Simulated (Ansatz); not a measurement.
Geometry optimisation, Ansatz 0.2.0, RKS PBE/STO-3G.

The input (input.yaml):

```yaml
crystal:
  periodic: [false, false, false]
  atoms:
    - { symbol: B, position_ang: [-0.912, -0.0633, 2.0264] }
    - { symbol: Al, position_ang: [0.1469, 0.1499, 0.2833] }
    - { symbol: S, position_ang: [2.3655, 0.4218, 0.389] }
    - { symbol: C, position_ang: [-0.6724, 0.0856, -1.479] }
    - { symbol: "N", position_ang: [-0.0857, 0.1656, -2.5896] }
    - { symbol: H, position_ang: [-2.1314, -0.1445, 1.9505] }
    - { symbol: H, position_ang: [-0.3978, 0.0272, 3.0701] }
    - { symbol: H, position_ang: [2.6511, -0.9532, 0.3675] }
    - { symbol: H, position_ang: [-1.8187, -0.0372, -1.4637] }
    - { symbol: H, position_ang: [0.9376, 0.2971, -2.5516] }
basis:
  gaussian: { orbitals: STO-3G }
hamiltonian:
  xc: pbe
relax:
  f_tol: 0.02
  max_steps: 40
output:
  orbitals: {}
```

Command:

```bash
$ ansatz run input.yaml --threads 1 --pin off --max-ram 2048MiB --backend cpu --events-out ev --progress --plain --runs-dir out
```

Q: Where does it end, and by what steps?

A: The forces met the threshold. Limits of this set-up: minimal basis. After 25 steps the energy has fallen by 1.263 eV; H6 moved furthest, 1.34 Å.

| step | energy less start (eV) | largest force component (eV/Å) | accepted |
| --- | --- | --- | --- |
| 0 | 0.0000 | 5.579 | yes |
| 1 | -0.4260 | 1.759 | yes |
| 2 | -0.5688 | 0.600 | yes |
| 3 | -0.6666 | 0.575 | yes |
| 4 | -0.8266 | 0.817 | yes |
| 5 | -0.9396 | 0.739 | yes |
| 6 | -1.0413 | 0.381 | yes |
| 7 | -1.0827 | 1.239 | yes |
| 8 | -1.1461 | 0.395 | yes |
| 9 | -1.1489 | 0.377 | yes |
| 10 | -1.1681 | 0.199 | yes |
| 11 | -1.1679 | 0.743 | no |
| 12 | -1.1811 | 0.150 | yes |
| 13 | -1.1913 | 0.219 | yes |
| 14 | -1.1959 | 0.411 | yes |
| 15 | -1.2212 | 0.214 | yes |
| 16 | -1.2369 | 0.245 | yes |
| 17 | -1.2582 | 0.206 | yes |
| 18 | -1.2575 | 0.495 | no |
| 19 | -1.2599 | 0.104 | yes |
| 20 | -1.2604 | 0.121 | yes |
| 21 | -1.2626 | 0.050 | yes |
| 22 | -1.2629 | 0.044 | yes |
| 23 | -1.2632 | 0.027 | yes |
| 24 | -1.2634 | 0.022 | yes |
| 25 | -1.2635 | 0.017 | yes |

```xyz
10
Properties=species:S:1:pos:R:3
B -0.792 -0.105 1.973
Al 0.131 -0.077 0.183
S 2.194 -0.453 -0.082
C -0.706 0.308 -1.525
N -0.137 0.427 -2.726
H -1.290 -1.081 2.423
H -0.887 0.855 2.659
H 2.449 -0.648 1.247
H -1.813 0.466 -1.578
H 0.933 0.257 -2.572
```

Whether the end is a true minimum wasn't checked by a vibrational analysis.

Time of the run: 76 s on 1 thread of Arm Neoverse V1, on a shared host, peak memory 0.17 GiB.
